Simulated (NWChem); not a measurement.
The numbers come from NWChem runs, not from measurements. System: C7H8, charge 1, spin multiplicity 2, at the geometry of a parent with another charge or spin, in a state set for the comparison that need not be this species' ground state. Its SCF solution wasn't tested for a lower state. Level: UMP2/def2-SVP, 7 core orbitals frozen.

The NWChem input:

```
start mol
memory heap 200 mb stack 900 mb global 1100 mb
charge 1
geometry units angstroms nocenter noautoz
  C     -1.245022     0.673840     0.521203
  C     -1.245022    -0.673840     0.521203
  C      0.000000    -1.124222    -0.273110
  C      1.245022    -0.673840     0.521203
  C      1.245022     0.673840     0.521203
  C      0.000000     1.124222    -0.273110
  C      0.000000     0.000000    -1.355186
  H     -1.945866     1.352244     1.027215
  H     -1.945866    -1.352244     1.027215
  H      0.000000    -2.174625    -0.618871
  H      1.945866    -1.352244     1.027215
  H      1.945866     1.352244     1.027215
  H      0.000000     2.174625    -0.618871
  H      0.912526     0.000000    -1.985780
  H     -0.912526     0.000000    -1.985780
  symmetry group C2v
end
basis spherical
  * library def2-svp
end
scf
  uhf
  nopen 1
  maxiter 100
  thresh 1e-7
  semidirect memsize 60000000 filesize 0
  # guess.movecs holds the orbitals of an unrestricted PBE0 run
  vectors input guess.movecs output mol.movecs
end
mp2
  freeze core 7
end
task mp2 energy
```

Output (cleaned and shortened):

```
             Northwest Computational Chemistry Package (NWChem) 7.3.0
             --------------------------------------------------------

                                NWChem Input Module
                                -------------------

 Scaling coordinates for geometry "geometry" by  1.889725989
 (inverse scale =  0.529177249)

 Turning off AUTOSYM since
 SYMMETRY directive was detected!

                             Geometry "geometry" -> ""
                             -------------------------

 Output coordinates in angstroms (scale by  1.889725989 to convert to a.u.)

  No.       Tag          Charge          X              Y              Z
 ---- ---------------- ---------- -------------- -------------- --------------
    1 C                    6.0000    -1.24502200     0.67384000     0.52120300
    2 C                    6.0000    -1.24502200    -0.67384000     0.52120300
    3 C                    6.0000     0.00000000    -1.12422200    -0.27311000
    4 C                    6.0000     1.24502200    -0.67384000     0.52120300
    5 C                    6.0000     1.24502200     0.67384000     0.52120300
    6 C                    6.0000     0.00000000     1.12422200    -0.27311000
    7 C                    6.0000     0.00000000     0.00000000    -1.35518600
    8 H                    1.0000    -1.94586600     1.35224400     1.02721500
    9 H                    1.0000    -1.94586600    -1.35224400     1.02721500
   10 H                    1.0000     0.00000000    -2.17462500    -0.61887100
   11 H                    1.0000     1.94586600    -1.35224400     1.02721500
   12 H                    1.0000     1.94586600     1.35224400     1.02721500
   13 H                    1.0000     0.00000000     2.17462500    -0.61887100
   14 H                    1.0000     0.91252600     0.00000000    -1.98578000
   15 H                    1.0000    -0.91252600     0.00000000    -1.98578000

 Effective nuclear repulsion energy (a.u.)     286.1826497334

            Nuclear Dipole moment (a.u.)
            ----------------------------
        X                 Y               Z
 ---------------- ---------------- ----------------
     0.0000000000    -0.0000000000    -0.0000113384

      Symmetry information
      --------------------

 Group name             C2v
 Group number             16
 Group order               4
 No. of unique centers     6

      Symmetry unique atoms

     1    3    7    8   10   14


 Summary of "ao basis" -> "" (spherical)
 ------------------------------------------------------------------------------
       Tag                 Description            Shells   Functions and Types
 ---------------- ------------------------------  ------  ---------------------
 *                          def2-svp                  on all atoms

 Summary of "ao basis" -> "ao basis" (spherical)
 ------------------------------------------------------------------------------
       Tag                 Description            Shells   Functions and Types
 ---------------- ------------------------------  ------  ---------------------
 C                          def2-svp                 6       14   3s2p1d
 H                          def2-svp                 3        5   2s1p

                                 NWChem SCF Module
                                 -----------------

  ao basis        = "ao basis"
  functions       =   138
  atoms           =    15
  alpha electrons =    25
  beta  electrons =    24
  charge          =   1.00
  wavefunction    = UHF
  use symmetry    = T
  symmetry adapt  = T

 Summary of "ao basis" -> "ao basis" (spherical)
 ------------------------------------------------------------------------------
       Tag                 Description            Shells   Functions and Types
 ---------------- ------------------------------  ------  ---------------------
 C                          def2-svp                 6       14   3s2p1d
 H                          def2-svp                 3        5   2s1p

      Symmetry analysis of basis
      --------------------------

        a1         44
        a2         26
        b1         31
        b2         37

 Forming initial guess at       0.0s

   Symmetry analysis of molecular orbitals - initial alpha
   -------------------------------------------------------

  Numbering of irreducible representations:

     1 a1          2 a2          3 b1          4 b2

  Orbital symmetries:

     1 b1          2 a1          3 b2          4 a2          5 b2
     6 a1          7 a1          8 a1          9 b1         10 b2
    11 a1         12 a2         13 a1         14 a1         15 b2
    16 b1         17 b1         18 a1         19 a1         20 b2
    21 b1         22 a2         23 b2         24 a1         25 b1
    26 b2         27 a2         28 a1         29 a1         30 b1
    31 b2         32 b1         33 a2         34 b2         35 a1

   Symmetry analysis of molecular orbitals - initial beta
   ------------------------------------------------------

  Numbering of irreducible representations:

     1 a1          2 a2          3 b1          4 b2

  Orbital symmetries:

     1 b1          2 a1          3 b2          4 a2          5 b2
     6 a1          7 a1          8 a1          9 b1         10 b2
    11 a1         12 a2         13 a1         14 a1         15 b2
    16 b1         17 b1         18 a1         19 a1         20 b2
    21 b1         22 a2         23 b2         24 a1         25 b1
    26 b2         27 a2         28 a1         29 b1         30 a1
    31 b2         32 b1         33 a2         34 b2         35 a1
[...]
    51     -0.377685   4 C  pz               65      0.377685   5 C  pz
    92      0.334264   7 C  py                7      0.246877   1 C  px
    21     -0.246877   2 C  px               49      0.246877   4 C  px
    63     -0.246877   5 C  px                6      0.219875   1 C  pz

 Vector   27  Occ=0.000000D+00  E= 2.183872D-02  Symmetry=a1
              MO Center=  1.3D-15,  8.7D-16,  6.6D-02, r^2= 1.0D+01
   Bfn.  Coefficient  Atom+Function         Bfn.  Coefficient  Atom+Function
  ----- ------------  ---------------      ----- ------------  ---------------
    87      0.941594   7 C  s               110     -0.880571  10 H  s
   125     -0.880571  13 H  s               100     -0.729365   8 H  s
   105     -0.729365   9 H  s               115     -0.729365  11 H  s
   120     -0.729365  12 H  s                31      0.613357   3 C  s
    73      0.613357   6 C  s               130     -0.493929  14 H  s

 center of mass
 --------------
 x =   0.00000000 y =  -0.00000000 z =   0.02241126

 moments of inertia (a.u.)
 ------------------
         424.457811677994           0.000000000000           0.000000000000
           0.000000000000         504.146025176522           0.000000000000
           0.000000000000           0.000000000000         572.719244545656

  Mulliken analysis of the total density
  --------------------------------------

    Atom       Charge   Shell Charges
 -----------   ------   -------------------------------------------------------
    1 C    6     5.91   1.99  0.92  0.30  1.93  0.72  0.04
    2 C    6     5.91   1.99  0.92  0.30  1.93  0.72  0.04
    3 C    6     6.23   1.99  0.85  0.50  2.03  0.80  0.05
    4 C    6     5.91   1.99  0.92  0.30  1.93  0.72  0.04
    5 C    6     5.91   1.99  0.92  0.30  1.93  0.72  0.04
    6 C    6     6.23   1.99  0.85  0.50  2.03  0.80  0.05
    7 C    6     5.98   1.99  0.88  0.34  1.99  0.74  0.05
    8 H    1     0.85   0.72  0.10  0.03
    9 H    1     0.85   0.72  0.10  0.03
   10 H    1     0.88   0.74  0.12  0.02
   11 H    1     0.85   0.72  0.10  0.03
   12 H    1     0.85   0.72  0.10  0.03
   13 H    1     0.88   0.74  0.12  0.02
   14 H    1     0.89   0.74  0.13  0.02
   15 H    1     0.89   0.74  0.13  0.02

  Mulliken analysis of the alpha density
  --------------------------------------

    Atom       Charge   Shell Charges
 -----------   ------   -------------------------------------------------------
    1 C    6     3.11   0.99  0.46  0.17  1.06  0.40  0.02
    2 C    6     3.11   0.99  0.46  0.17  1.06  0.40  0.02
    3 C    6     3.08   0.99  0.42  0.24  1.01  0.39  0.03
    4 C    6     3.11   0.99  0.46  0.17  1.06  0.40  0.02
    5 C    6     3.11   0.99  0.46  0.17  1.06  0.40  0.02
    6 C    6     3.08   0.99  0.42  0.24  1.01  0.39  0.03
    7 C    6     2.98   0.99  0.44  0.17  1.00  0.37  0.02
    8 H    1     0.42   0.35  0.05  0.01
    9 H    1     0.42   0.35  0.05  0.01
   10 H    1     0.44   0.37  0.06  0.01
   11 H    1     0.42   0.35  0.05  0.01
   12 H    1     0.42   0.35  0.05  0.01
   13 H    1     0.44   0.37  0.06  0.01
   14 H    1     0.45   0.37  0.06  0.01
   15 H    1     0.45   0.37  0.06  0.01

   Mulliken analysis of the beta density
   -------------------------------------

    Atom       Charge   Shell Charges
 -----------   ------   -------------------------------------------------------
    1 C    6     2.80   0.99  0.46  0.14  0.88  0.32  0.02
    2 C    6     2.80   0.99  0.46  0.14  0.88  0.32  0.02
    3 C    6     3.15   0.99  0.43  0.26  1.02  0.42  0.03
    4 C    6     2.80   0.99  0.46  0.14  0.88  0.32  0.02
    5 C    6     2.80   0.99  0.46  0.14  0.88  0.32  0.02
    6 C    6     3.15   0.99  0.43  0.26  1.02  0.42  0.03
    7 C    6     2.99   0.99  0.44  0.17  1.00  0.37  0.02
    8 H    1     0.44   0.37  0.06  0.01
    9 H    1     0.44   0.37  0.06  0.01
   10 H    1     0.44   0.37  0.06  0.01
   11 H    1     0.44   0.37  0.06  0.01
   12 H    1     0.44   0.37  0.06  0.01
   13 H    1     0.44   0.37  0.06  0.01
   14 H    1     0.44   0.36  0.06  0.01
   15 H    1     0.44   0.36  0.06  0.01

   Mulliken analysis of the spin density
   -------------------------------------

    Atom       Charge   Shell Charges
 -----------   ------   -------------------------------------------------------
    1 C    6     0.30  -0.00  0.01  0.03  0.18  0.08  0.00
    2 C    6     0.30  -0.00  0.01  0.03  0.18  0.08  0.00
    3 C    6    -0.06  -0.00 -0.00 -0.01 -0.02 -0.03 -0.00
    4 C    6     0.30  -0.00  0.01  0.03  0.18  0.08  0.00
    5 C    6     0.30  -0.00  0.01  0.03  0.18  0.08  0.00
    6 C    6    -0.06  -0.00 -0.00 -0.01 -0.02 -0.03 -0.00
    7 C    6    -0.01  -0.00 -0.00  0.00  0.00 -0.01  0.00
    8 H    1    -0.02  -0.01 -0.01  0.00
    9 H    1    -0.02  -0.01 -0.01  0.00
   10 H    1     0.00  -0.00  0.00 -0.00
   11 H    1    -0.02  -0.01 -0.01  0.00
   12 H    1    -0.02  -0.01 -0.01  0.00
   13 H    1     0.00  -0.00  0.00 -0.00
   14 H    1     0.00   0.01 -0.00  0.00
   15 H    1     0.00   0.01 -0.00  0.00

       Multipole analysis of the density wrt the origin
       ------------------------------------------------

     L   x y z        total         alpha         beta         nuclear
     -   - - -        -----         -----         ----         -------
     0   0 0 0      1.000000    -25.000000    -24.000000     50.000000

     1   1 0 0      0.000000     -0.000000      0.000000      0.000000
     1   0 1 0      0.000000     -0.000000      0.000000     -0.000000
     1   0 0 1      0.526411     -0.237988      0.764410     -0.000011

     2   2 0 0    -21.514955   -110.920317   -103.478178    192.883540
     2   1 1 0      0.000000      0.000000      0.000000      0.000000
     2   1 0 1     -0.000000     -0.000000     -0.000000      0.000000
     2   0 2 0    -23.161703    -88.725699    -87.406803    152.970799
     2   0 1 1     -0.000000     -0.000000      0.000000      0.000000
     2   0 0 2    -27.136688    -70.574559    -68.362278    111.800149

                   NWChem MP2 Semi-direct Energy/Gradient Module
                   ---------------------------------------------

  Basis functions       =    138
  Molecular orbitals    =    138
  Frozen core           =      7
  Frozen virtuals       =      0
  Active alpha occupied =     18
  Active beta occupied  =     17
  Active alpha virtual  =    113
  Active beta virtual   =    114
  Use MO symmetry       = T
  Use skeleton AO sym   = T

  AO/Fock/Back tols     =   1.0D-09  1.0D-09  1.0D-09

 GA uses MA = F    GA memory limited = T

 Available:
  local mem=  1.26D+08
 global mem=  1.44D+08
 local disk=  0.00D+00
  mp2_memr nvloc                   113
  nvloc new                   113
   1 passes of  18:        3145728                      90716                  65018509.
   1 passes of  18: M    126150671           G      144141112           F     123004943.

 Semi-direct pass number   1 of   1  for UHF alpha       at        3.3s
  vrange nnbf                  9397
  mp2_eaftype                   248  avail_ma_in_mb                  1099
 EAF : mp2_eaftype filesize         248   32509255.
  mp2_eaf for mointskh                    248
Node 0 wrote    152.9 Mb in      0.0 s     Agg I/O rate:  4507.8 Mb/s
 Done moints_semi at        7.1s
  mp2_eaftype                   248  avail_ma_in_mb                   851
 EAF : mp2_eaftype filesize         248   32509255.
  mp2_eaf for kh                   248
 Done maket at        7.4s
 Done multipass loop at        7.4s

 GA uses MA = F    GA memory limited = T

 Available:
  local mem=  1.26D+08
 global mem=  1.44D+08
 local disk=  0.00D+00
  mp2_memr nvloc                   114
  nvloc new                   114
   1 passes of  17:        3145728                      88268                  61951329.
   1 passes of  17: M    126150671           G      144141112           F     123004943.

 Semi-direct pass number   1 of   1  for UHF beta        at        7.4s
  vrange nnbf                  9397
  mp2_eaftype                   236  avail_ma_in_mb                  1099
 EAF : mp2_eaftype filesize         236   30975664.
  mp2_eaf for mointskh                    236
Node 0 wrote    145.7 Mb in      0.0 s     Agg I/O rate:  5434.4 Mb/s
 Done moints_semi at       11.0s
  mp2_eaftype                   236  avail_ma_in_mb                   863
 EAF : mp2_eaftype filesize         236   30975664.
  mp2_eaf for kh                   236
 Done maket at       11.4s
 Done multipass loop at       11.4s

          -------------------------------------------
          SCF energy                -269.172487064528
          Correlation energy          -0.907169439141
          Singlet pairs                0.000000000000
          Triplet pairs                0.000000000000
          Total MP2 energy          -270.079656503669
          -------------------------------------------

          ---------------------------------------------------
                    Spin Component Scaled (SCS) MP2
          Same spin pairs                     -0.228769013473
          Same spin scaling factor             0.333333333333
          Opposite spin pairs                 -0.678400425668
          Opposite spin scaling fact.          1.200000000000
          SCS-MP2 correlation energy          -0.890336848626
          Total SCS-MP2 energy              -270.062823913154
          ---------------------------------------------------

 -----------------------
 Performance information
 -----------------------

 Timer overhead =  1.41D-07 seconds/call

               Nr. of calls         CPU time (s)                 Wall time (s)                GFlops
             ---------------    -------------------     ------------------------------   -------------------
Name         Min   Avg   Max    Min     Avg     Max     Min     Avg     Max   Mx/calls   Min     Max     Sum
mp2: moin     2     2     2    7.3     7.3     7.3      7.3     7.3     7.3     3.6      0.0     0.0     0.0
mp2: make     2     2     2   0.71    0.71    0.71     0.71    0.71    0.71    0.36      0.0     0.0     0.0
mp2: tota     1     1     1    8.1     8.1     8.1      8.1     8.1     8.1     8.1      0.0     0.0     0.0

 The average no. of pstat calls per process was 5.00D+00
 with a timing overhead of 7.06D-07s

 Task  times  cpu:       11.3s     wall:       11.3s

 Total times  cpu:       11.4s     wall:       11.4s
```
